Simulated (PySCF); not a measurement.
Species: `Cc1cccc(C#N)n1` (6-methylpyridine-2-carbonitrile). The columns A, B, C and D hold Mulliken, IAO, Hirshfeld and ESP-fitted charges (e) of one PBE0/pcSseg-1 density (PySCF), in a shuffled order. Coordinates in Å (PBE0-D3(BJ)/def2-SVP); the density's dipole moment is (-3.58, 4.61, 1.10) D.

| atom | x | y | z | A | B | C | D |
| --- | --- | --- | --- | --- | --- | --- | --- |
| C1 | -2.459 | -0.900 | -0.097 | -0.177 | -0.115 | -0.430 | -0.590 |
| C2 | -1.094 | -0.280 | -0.088 | +0.007 | +0.082 | +0.157 | +0.798 |
| C3 | -0.927 | 1.096 | 0.146 | -0.116 | -0.043 | -0.171 | -0.617 |
| C4 | 0.351 | 1.638 | 0.147 | +0.010 | -0.024 | -0.115 | +0.225 |
| C5 | 1.439 | 0.799 | -0.084 | -0.052 | -0.040 | -0.162 | -0.590 |
| C6 | 1.172 | -0.554 | -0.307 | +0.112 | +0.068 | +0.091 | +0.602 |
| C7 | 2.267 | -1.461 | -0.552 | +0.140 | +0.075 | +0.140 | +0.215 |
| N8 | 3.169 | -2.161 | -0.745 | -0.237 | -0.206 | -0.222 | -0.397 |
| N9 | -0.055 | -1.080 | -0.310 | -0.435 | -0.144 | -0.269 | -0.706 |
| H10 | -3.096 | -0.442 | -0.870 | +0.140 | +0.052 | +0.156 | +0.152 |
| H11 | -2.964 | -0.757 | 0.870 | +0.140 | +0.052 | +0.156 | +0.154 |
| H12 | -2.372 | -1.975 | -0.298 | +0.144 | +0.052 | +0.170 | +0.171 |
| H13 | -1.800 | 1.728 | 0.324 | +0.096 | +0.059 | +0.160 | +0.227 |
| H14 | 0.504 | 2.704 | 0.327 | +0.114 | +0.065 | +0.165 | +0.115 |
| H15 | 2.465 | 1.171 | -0.094 | +0.115 | +0.065 | +0.173 | +0.240 |

Question: Which column most likely holds the ESP-fitted charges?

Answer: D. Σ q r misses the density's dipole by 0.03 D (D), 0.60 D (A), 1.16 D (C), 1.91 D (B). Charges fitted to the outside potential are the only set here that is tied to the molecule's multipoles.

Question: And the Hirshfeld charges?

Answer: B. The mean sizes are 0.076 e (B), 0.136 e (A), 0.182 e (C), 0.387 e (D), and Hirshfeld charges are commonly the smallest of these schemes.

As computed, A = Mulliken, B = Hirshfeld, C = IAO, D = ESP-fitted. Hydrogens on carbon: Mulliken +0.10 to +0.14, Hirshfeld +0.05 to +0.07, IAO +0.16 to +0.17, ESP-fitted +0.11 to +0.24 e.

The Hirshfeld scheme weights the molecular density at each point by an atom's share of the summed free-atom densities. The IAO scheme counts the electrons in orthogonalised intrinsic atomic orbitals, a minimal basis polarised so that it spans the occupied orbitals exactly.

Isolated species at its PBE0-D3(BJ)/def2-SVP geometry, gas phase.

The run behind these numbers computed NMR shieldings as well. Hardware: one thread of an Arm Neoverse V1 (shared host). Cost: 23 s wall.
